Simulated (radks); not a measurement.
Removal energies from the ytterbium ion Yb4+, [Xe] 4f(5/2: 6, 7/2: 6), by Delta-SCF beside the eigenvalue of the level emptied. All-electron calculation, Dirac Kohn-Sham, PBE, spin-unpolarised, spherical densities, finite nucleus; Fermi nuclear charge, rms radius of each element as measured or else 0.836 A^(1/3) + 0.57 fm. Program: a radial shooting solver on a logarithmic mesh with Libxc functionals. Sub-shells are occupied by j as written (lower j first in brackets).

| removed from | final configuration | Delta-SCF (eV) | -eigenvalue (eV) |
|---|---|---|---|
| 4f7/2 | [Xe] 4f(5/2: 6, 7/2: 5) | 67.859 | 56.350 |
| 4f5/2 | [Xe] 4f(5/2: 5, 7/2: 6) | 69.415 | 57.826 |
| 5p3/2 | [Kr] 4d10 4f(5/2: 6, 7/2: 6) 5s2 5p(1/2: 2, 3/2: 3) | 79.239 | 71.459 |
| 5p1/2 | [Kr] 4d10 4f(5/2: 6, 7/2: 6) 5s2 5p(1/2: 1, 3/2: 4) | 86.900 | 78.719 |
